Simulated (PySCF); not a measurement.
C2H3O2, SMILES CO[C]=O, multiplicity 2.

The structure is a stationary point at B3LYP-D3(BJ)/def2-SVP. The isomer is the one that the SMILES or the coordinates give; other isomers of the formula were not compared. One conformer was computed; it need not be the lowest.

Calculation: TDA-PBE/def2-SVPD (PySCF).

Vertical excitations. Isolated molecule, no solvent.

| state | energy (eV) | λ (nm) | f | main pairs |
|---|---|---|---|---|
| root 1 | 4.16 | 298 | 0.007 | α HOMO→LUMO 96 % |
| root 2 | 4.49 | 276 | 0.000 | β HOMO→LUMO 97 % |
| root 3 | 4.94 | 251 | 0.010 | β HOMO−1→LUMO 95 % |
| root 4 | 5.33 | 233 | 0.003 | α HOMO→LUMO+1 100 % |
| root 5 | 6.21 | 200 | 0.008 | α HOMO→LUMO+2 14 %, α HOMO−1→LUMO 6 %, β HOMO−2→LUMO 77 % |
| root 6 | 6.34 | 196 | 0.031 | α HOMO→LUMO+2 81 %, β HOMO−2→LUMO 14 % |
| root 7 | 6.51 | 190 | 0.007 | β HOMO−3→LUMO 92 % |
| root 8 | 6.58 | 188 | 0.004 | α HOMO−1→LUMO 53 %, β HOMO→LUMO+1 40 % |
| root 9 | 6.95 | 178 | 0.015 | α HOMO→LUMO+3 96 % |
| root 10 | 7.00 | 177 | 0.007 | α HOMO→LUMO+4 98 % |
Unrestricted roots are not spin-pure.
